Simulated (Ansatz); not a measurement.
The cluster Sr₃O₃. The state is a singlet with charge 0. Geometry PBE0-D4/def2-SVP.

Cartesian coordinates in Å:
```
Sr -0.7595 -1.8711 1.3272
Sr 0.7790 -0.2846 -1.2365
Sr -0.7418 2.2672 0.3857
O 0.9435 1.9493 -0.8398
O -1.1473 0.0675 0.2754
O 0.9262 -2.1283 0.0880
```

In the def2 sets Sr takes a core potential; there is no spin–orbit coupling. The structure comes from a short search, and lower isomers may exist.

(1) Estimate the orbital energies around the gap (eV) in Ansatz with LDA (SPW92)/def2-TZVP, PBE-D4/def2-TZVP, BLYP-D4/def2-TZVP, r2SCAN-D4/def2-TZVPD, CAM-B3LYP-D4/def2-TZVP.

Answers

(1) 
```
orbital  LDA (SPW92)/def2-TZVP  PBE-D4/def2-TZVP  BLYP-D4/def2-TZVP  r2SCAN-D4/def2-TZVPD  CAM-B3LYP-D4/def2-TZVP
 HOMO−9                 -16.06            -16.17             -16.06                -16.89                  -19.61
 HOMO−8                  -5.04             -4.73              -4.62                 -4.76                   -7.32
 HOMO−7                  -4.96             -4.67              -4.55                 -4.67                   -7.24
 HOMO−6                  -4.87             -4.57              -4.47                 -4.62                   -7.11
 HOMO−5                  -4.18             -3.91              -3.81                 -3.88                   -6.37
 HOMO−4                  -4.02             -3.74              -3.66                 -3.72                   -6.09
 HOMO−3                  -3.90             -3.63              -3.54                 -3.59                   -5.98
 HOMO−2                  -3.85             -3.59              -3.50                 -3.56                   -5.91
 HOMO−1                  -3.65             -3.39              -3.31                 -3.36                   -5.71
   HOMO                  -3.52             -3.27              -3.18                 -3.24                   -5.64
   LUMO                  -1.87             -1.77              -1.79                 -1.29                   -0.76
 LUMO+1                  -1.36             -1.31              -1.35                 -0.80                   -0.36
 LUMO+2                  -0.67             -0.65              -0.66                 -0.11                    0.34
 LUMO+3                  -0.42             -0.41              -0.38                  0.05                    0.48
 LUMO+4                  -0.09             -0.05              -0.02                  0.31                    0.84
 LUMO+5                  -0.01             -0.02               0.00                  0.47                    0.84
```
